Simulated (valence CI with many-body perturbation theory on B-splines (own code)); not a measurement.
## Forbidden lines of Tl⁴⁸⁺

Level of theory: configuration interaction combined with many-body perturbation theory (CI+MBPT): five valence electrons over a frozen Dirac-Fock core [Ar] 3d10, a basis of 11 s, 11 p, 10 d, 8 f, 5 g, 2 h functions for each j, with the one-electron correlation potential Σ1 (screened to all orders), the two-electron term Σ2, the three-electron term Σ3, Breit, model QED; selected single and double excitations, second order for the rest, scaled by the run's own slope (own B-spline code, finite nucleus).

The last digits are not significant, and no measured levels were compared; by estimate large intervals hold to a few tenths of a per cent, small ones and those within an open d or f shell to about a per cent. Among the levels kept, up to 2200 cm⁻¹ of a level comes from second order outside the variational space, and about a tenth of that is noise between levels of different J, which matters for small intervals.

Lines 1 to 20 of 20 in falling wavelength, among levels below 5765.4 × 10³ cm⁻¹, chosen from the decays that carry over 1 % of a level's rate. Wavelengths and rates use the calculated energies. Electric multipoles are in the length gauge with retardation, E1 and E2 with the static RPA response of the core. M1 uses the relativistic operator with retardation. S is in atomic units (e²a₀⁴ for E2 and M2, e²a₀⁶ for E3), for M1 in squared Bohr magnetons. Weak lines are less certain than strong ones. Lines between different terms over intervals too small for the method are left out, as are lines whose strength nearly cancels.

Levels are named by their leading jj configuration (3d3/2^4 stands for four electrons in 3d with j = 3/2), which in mixed levels can hold well under half, so a name can repeat and another be missing. Letters in brackets count levels of one name in rising energy.

```csv
λ vac (nm),Upper,Lower,Type,A (s⁻¹),S (a.u.)
37.25,(4s^2 4p1/2 4p3/2 4d5/2) J=9/2,(4s^2 4p1/2 4p3/2 4d3/2) J=7/2,M1,2.19e+05,4.20e+00
9.141,(4s^2 4p3/2^2 4d5/2) J=9/2,(4s^2 4p1/2 4p3/2 4d5/2) J=7/2 [b],M1,8.82e+06,2.50e+00
8.874,(4s^2 4p1/2 4p3/2 4d5/2) J=7/2 [a],(4s^2 4p1/2^2 4d5/2) J=5/2,M1,1.75e+07,3.63e+00
8.451,(4s^2 4p1/2 4p3/2 4d5/2) J=9/2,(4s^2 4p1/2^2 4d5/2) J=5/2,E2,7.10e+05,2.73e-02
8.381,(4s^2 4p1/2 4p3/2^2) J=3/2,(4s^2 4p1/2^2 4p3/2) J=3/2,M1,3.13e+07,2.74e+00
8.381,(4s^2 4p1/2 4p3/2^2) J=3/2,(4s^2 4p1/2^2 4p3/2) J=3/2,E2,4.27e+05,6.30e-03
8.317,(4s^2 4p3/2^3) J=3/2,(4s^2 4p1/2 4p3/2^2) J=1/2,M1,7.87e+06,6.71e-01
8.208,(4s^2 4p3/2^2 4d5/2) J=9/2,(4s^2 4p1/2 4p3/2 4d5/2) J=9/2,M1,1.36e+07,2.79e+00
8.208,(4s^2 4p3/2^2 4d5/2) J=9/2,(4s^2 4p1/2 4p3/2 4d5/2) J=9/2,E2,8.91e+05,2.96e-02
8.044,(4s^2 4p1/2 4p3/2^2) J=5/2,(4s^2 4p1/2^2 4p3/2) J=3/2,M1,5.41e+06,6.27e-01
8.044,(4s^2 4p1/2 4p3/2^2) J=5/2,(4s^2 4p1/2^2 4p3/2) J=3/2,E2,1.68e+06,3.03e-02
7.901,(4s^2 4p3/2^3) J=3/2,(4s^2 4p1/2 4p3/2^2) J=5/2,M1,9.00e+06,6.59e-01
7.901,(4s^2 4p3/2^3) J=3/2,(4s^2 4p1/2 4p3/2^2) J=5/2,E2,2.96e+06,3.25e-02
7.845,(4s^2 4p3/2^2 4d5/2) J=9/2,(4s^2 4p1/2 4p3/2 4d5/2) J=7/2 [a],M1,1.09e+07,1.95e+00
7.845,(4s^2 4p3/2^2 4d5/2) J=9/2,(4s^2 4p1/2 4p3/2 4d5/2) J=7/2 [a],E2,8.07e+05,2.14e-02
7.654,(4s^2 4p1/2 4p3/2^2) J=1/2,(4s^2 4p1/2^2 4p3/2) J=3/2,M1,1.86e+07,6.19e-01
7.654,(4s^2 4p1/2 4p3/2^2) J=1/2,(4s^2 4p1/2^2 4p3/2) J=3/2,E2,1.51e+06,7.08e-03
7.601,(4s^2 4p3/2^3) J=3/2,(4s^2 4p1/2 4p3/2^2) J=3/2,M1,3.74e+07,2.43e+00
7.156,(4s^2 4p3/2^2 4d5/2) J=5/2 [a],(4s^2 4p1/2 4p3/2 4d5/2) J=7/2 [a],M1,2.09e+07,1.71e+00
5.856,(4s^2 4p1/2 4p3/2 4d5/2) J=9/2,(4s^2 4p1/2 4p3/2^2) J=5/2,M2,1.33e+04,8.15e-05
```
